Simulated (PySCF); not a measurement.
**Sulfur: a sound run and one with changed settings**

Sound run: S⁺ [Ne] 3s2 3p3, S²⁺ [Ne] 3s2 3p2. Calculation: PySCF 2.14, in aug-cc-pVDZ-DK (5s4p2d, 27 functions); scalar relativity by spin-free X2C-1e. The sound run starts from symmetry-adapted Hartree-Fock orbitals and uses a fine grid where one is needed.

Changed run: 26 angular points. This setting is unsound on purpose.

```csv
species,method,sound run (hartree),changed run (hartree),converged
S⁺,UHF,-398.24026,-398.24026,yes
S⁺,TPSS,-398.83327,-398.83327,yes
S⁺,BP86,-398.84894,-398.84894,yes
S²⁺,UHF,-397.40529,-397.40529,yes
S²⁺,TPSS,-397.97555,-397.97562,yes
S²⁺,BP86,-397.99098,-397.99093,yes
```

Ionisation energy of S⁺:

```csv
method,sound run (eV),changed run (eV)
UHF,22.721,22.721
TPSS,23.340,23.338
BP86,23.346,23.348
```

A coarse angular grid integrates products of high-l functions wrongly, so density functionals can shift, and the SCF can exploit the error; Hartree-Fock and MP2 need no grid.

For comparison, NIST gives 23.338 eV between the lowest levels.
